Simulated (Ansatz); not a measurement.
## Forces on a displaced structure

InHI, doublet, displaced at random from a GFN2-xTB minimum.

```
3
angstrom
In -0.5105 0.4757 -0.2228
I 1.9050 0.9092 1.1370
H -1.3786 -1.3819 -0.9139
```

Ansatz 0.2.0; basis: def2-TZVPP; cores frozen in the correlated methods; orbitals are unrestricted. Filled d shells of the heavier atoms are correlated. Core potentials replace the inner electrons of the atoms past krypton. The def2 sets are not built for correlating such inner shells, so the correlated values are less sure here.

CCSD(T) forces from the calculation:
```json
{"atom": "In1", "Fx": "-0.134", "Fy": "-0.897", "Fz (eV/Å)": "-0.179"}
{"atom": "I2", "Fx": "-0.464", "Fy": "-0.163", "Fz (eV/Å)": "-0.271"}
{"atom": "H3", "Fx": "0.599", "Fy": "1.060", "Fz (eV/Å)": "0.450"}
```

Problem. Which atom feels the largest CCSD(T) force, and how large is it?

Solution. H3, 1.30 eV/Å, along (0.46, 0.82, 0.35).

Root-mean-square difference of the force components from those of CCSD(T): PBE0-D4 0.075; wB97M-V 0.039; r2SCAN-D4 0.087; PBE-D4 0.172; BHLYP-D4 0.126; BLYP-D4 0.315 eV/Å.

No T1 diagnostic of these runs exceeds 0.020. ⟨S²⟩ of the unrestricted Hartree–Fock references: 0.85 (a pure state has 0.75). The unrestricted reference is spin-contaminated, which hurts MP2 most. These are differences at one structure, and CCSD(T) in triple zeta is itself an approximation.

For scale, one of the runs: CCSD(T)/def2-TZVPP forces, 114 basis functions (an equivalent command: `ansatz run in.yaml --threads 4`). The run took 2.9 min on 4 CPU threads (shared host), with 2.4 GiB of host memory at its peak.
